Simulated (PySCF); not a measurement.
SMILES C[SiH2][O][Al]([CH3])[CH3] (C₃H₁₁AlOSi) (GFN2-xTB optimised geometry):

```
17

Si    -1.224     1.706    -0.029
C     -0.183     2.821    -1.159
O     -0.568     0.214     0.000
Al     0.166    -1.305     0.000
C      2.161    -1.305     0.000
C     -1.075    -2.866    -0.002
H     -1.214     2.197     1.354
H     -2.590     1.562    -0.545
H      0.845     2.892    -0.811
H     -0.156     2.441    -2.177
H     -0.591     3.826    -1.193
H      2.559    -0.796    -0.883
H      2.590    -2.308     0.016
H      2.557    -0.767     0.866
H     -1.728    -2.853    -0.880
H     -1.736    -2.848     0.869
H     -0.556    -3.826     0.002
```

Computed with CAM-B3LYP/def2-SVP (PySCF 2.14.0).

Question: What are the frontier orbital energies and the dipole moment?

Answer: HOMO-2 -9.82 eV, HOMO-1 -9.63 eV, HOMO -8.74 eV, LUMO 0.90 eV, LUMO+1 1.32 eV; dipole moment 0.68 D.

On the same geometry PBE/def2-SVP run with PySCF gives HOMO-2 -6.97 eV, HOMO-1 -6.81 eV, HOMO -6.07 eV, LUMO -0.86 eV, LUMO+1 -0.33 eV; dipole moment 0.75 D.

Meta-Löwdin charges at CAM-B3LYP/def2-SVP: Si1 0.91, C2 -0.55, O3 -0.81, Al4 0.95, C5 -0.60, C6 -0.60, H7 -0.14, H8 -0.14, H9 0.11, H10 0.11, H11 0.11, H12 0.11, H13 0.11, H14 0.11, H15 0.11, H16 0.11, H17 0.11.
